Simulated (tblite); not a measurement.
Species: C₅H₁₂Si₂.
Geometry (GFN2-xTB, Å), atoms numbered from 1 in this order:
```
atom  x, y, z in Å
C1    -1.744   -0.361    0.727
C2    -0.900    0.252   -0.094
C3    -1.235    1.543   -0.780
C4     0.411   -0.327   -0.420
Si5    0.768   -0.672   -2.249
C6     1.313   -0.604    0.527
Si7    1.176   -0.267    2.373
H8    -1.498   -1.303    1.186
H9    -2.716    0.045    0.951
H10   -0.468    2.287   -0.567
H11   -2.198    1.922   -0.445
H12   -1.269    1.400   -1.860
H13   -0.461   -1.118   -2.910
H14    1.792   -1.714   -2.332
H15    1.255    0.547   -2.903
H16    2.247   -1.054    0.205
H17    0.694   -1.467    3.065
H18    2.528    0.038    2.859
H19    0.295    0.864    2.659
```

Computed values, GFN2-xTB/tblite, gas phase, harmonic and unscaled. This tight-binding method is rough: wavenumbers can miss measured ones by several per cent, in bad cases by 10 to 20. Modes of hydrogen on silicon can be 10 to 20 % off. One conformer, not necessarily the lowest.

Harmonic wavenumbers (cm⁻¹): 49.0, 89.4, 99.7, 128.0, 147.0, 148.4, 182.8, 219.8, 304.9, 378.4, 445.7, 488.4, 518.5, 547.5, 553.9, 601.5, 667.7, 725.0, 769.3, 784.9, 789.5, 792.2, 795.3, 804.3, 813.4, 828.7, 878.6, 936.9, 1005.1, 1017.7, 1043.1, 1232.2, 1312.7, 1393.0, 1414.4, 1475.4, 1483.7, 1617.6, 1693.3, 2219.7, 2228.5, 2229.7, 2248.7, 2261.2, 2269.5, 2996.2, 2997.6, 3010.7, 3036.7, 3097.6, 3127.3.

A = 2174, B = 1203, C = 888.3 MHz; mass 128.048 u (most abundant isotopes); point group C1, symmetry number 1.

**Question.** Zero-point energy?

**Answer.** Half the sum of the wavenumbers: 30450 cm⁻¹ = 364.26 kJ/mol.

**Question.** What is S at 298.15 K and 1 bar for an ideal gas of classical rigid rotors and harmonic oscillators?

**Answer.** Translation 169.37, rotation 122.66, vibration 140.92: S = 433.0 J/(mol K).

**Question.** And Cp and H(298.15 K) − H(0)?

**Answer.** Cp = 181.42 J/(mol K), of which vibrations give 148.16 (their classical limit is 51 R = 424.0); H(298.15 K) − H(0) = 32.35 kJ/mol without the zero-point energy, 22.44 from vibrations.

**Question.** What must be added to the electronic energy to get the Gibbs energy at 298.15 K and 1 bar?

**Answer.** ZPE + [H(298.15 K) − H(0)] − T·S = 364.26 + 32.35 − 129.09 = 267.52 kJ/mol.

**Question.** Which modes carry the vibrational entropy at 298.15 K?

**Answer.** 49.0 cm⁻¹: 20.32; 89.4 cm⁻¹: 15.37; 99.7 cm⁻¹: 14.48; 128.0 cm⁻¹: 12.45; 147.0 cm⁻¹: 11.34; 148.4 cm⁻¹: 11.27 J/(mol K); the other 45 give 55.70 together.

**Question.** How do the functions run with temperature in this model?

**Answer.** 
```json
{"T (K)": "150", "S (J/(mol K))": "335.6", "Cp (J/(mol K))": "109.8", "H − H(0) (kJ/mol)": "10.74", "G − H(0) (kJ/mol)": "-39.59", "ln q(vib)": "3.37"}
{"T (K)": "250", "S (J/(mol K))": "403.0", "Cp (J/(mol K))": "158.8", "H − H(0) (kJ/mol)": "24.15", "G − H(0) (kJ/mol)": "-76.60", "ln q(vib)": "6.43"}
{"T (K)": "400", "S (J/(mol K))": "492.3", "Cp (J/(mol K))": "223.1", "H − H(0) (kJ/mol)": "53.03", "G − H(0) (kJ/mol)": "-143.90", "ln q(vib)": "10.97"}
{"T (K)": "600", "S (J/(mol K))": "595.0", "Cp (J/(mol K))": "283.3", "H − H(0) (kJ/mol)": "104.06", "G − H(0) (kJ/mol)": "-252.91", "ln q(vib)": "16.78"}
{"T (K)": "900", "S (J/(mol K))": "721.7", "Cp (J/(mol K))": "341.3", "H − H(0) (kJ/mol)": "198.46", "G − H(0) (kJ/mol)": "-451.11", "ln q(vib)": "24.74"}
```

q(vib) and H(0) count from the zero-point level.

**Question.** Blend soft modes into free rotors: weight 1/[1 + (100 cm⁻¹/ν̃)⁴] for the oscillator and the rest for a rotor with moment μB/(μ + B), μ = h/(8π²ν), B = 10⁻⁴⁴ kg m². What vibrational entropy results?

**Answer.** 132.03 J/(mol K) in place of 140.92, which changes −T·S at 298.15 K by +2.65 kJ/mol.

Hindered rotation and anharmonicity are outside this model. Other conformers, if any are populated, would add a mixing term that is left out. The structure is chiral; the term R ln 2 for an equal mix with its mirror image is left out.
